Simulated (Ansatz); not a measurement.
Saddle point of SiH2OF4, closed shell (SiHOF₃ ([OH][Si]([F])([F])[F]) + HF → SiF₄ ([F][Si]([F])([F])[F]) + H₂O; bonds formed: Si1–F7, O2–H6; bonds broken: Si1–O2, H6–F7), PBE0-D4/def2-TZVP structure:

```tsv
atom	x (Å)	y (Å)	z (Å)
Si1	-0.4045	0.1619	-0.4265
O2	0.4509	-0.7419	0.8048
F3	-0.2233	-0.3060	-1.9155
F4	-0.8061	1.6642	-0.1655
F5	-1.8044	-0.5301	-0.0726
H6	1.3289	-0.0417	0.5172
F7	1.3970	0.7134	-0.4070
H8	0.0616	-0.9198	1.6651
```

Energies are electronic, without zero-point energy. Barriers and step energies count from the start structure reached by relaxing down the imaginary mode; all methods use the PBE0-D4 structures, on which another method's saddle can fall below an end. Ansatz 0.2.0; basis: def2-TZVPP, with def2-QZVPP for the basis limit; cores frozen in the correlated methods. B3LYP uses VWN-RPA correlation. Extrapolation: Hartree–Fock as exp(−7.88 √X), correlation as X^−2.97.

```csv
method,barrier (kJ/mol),step energy (kJ/mol)
SPW92,34.0,-24.2
PBE-D4,?,-25.4
BLYP-D4,92.7,-27.2
r2SCAN-D4,?,-32.9
B97M-V,92.6,-35.9
PBE0-D4,85.5,-25.4
B3LYP-D4,96.9,-27.4
r2SCAN0-D4,84.3,-30.9
BHLYP-D4,106.3,-29.3
CAM-B3LYP-D4,?,-28.1
wB97X-V,87.2,-30.5
wB97M-V,84.4,-31.9
B2PLYP,97.8,-27.1
PBE-QIDH,91.6,-25.8
RPA on PBE,96.5,-30.0
HF,146.3,-30.0
MP2,95.7,-26.6
CCSD,105.6,-28.7
CCSD(T),97.9,-28.3
```

Task: Fill in the withheld barriers. (Judge from chemistry; the value comes from the calculation.)

Result: By the calculation: r2SCAN-D4 75.8; CAM-B3LYP-D4 88.7; PBE-D4 75.5 kJ/mol. Each is the energy of the saddle less that of the start structure, by the same method.

For comparison, the barrier by CCSD(T) at an estimated basis limit (MP2 extrapolated from triple and quadruple zeta, plus CCSD(T) − MP2 in triple zeta) is 99.0 kJ/mol.

No T1 diagnostic of these runs exceeds 0.012.

Steps of this kind, hydrogen fluoride cutting a network bond, underlie vapour etching and the fluorination step of atomic layer etching.

Labels in which every atom is bracketed show which atoms are joined, not bond orders.

For scale, one of the runs: CCSD(T)/def2-TZVPP, 225 basis functions, launched by `ansatz run in.yaml --threads 8 --pin off --events-out ev --progress --plain --max-ram 19148MiB`. Hardware: 8 CPU threads of an Arm Neoverse V1, shared host. Wall time 100 s; peak host memory 4.2 GiB.
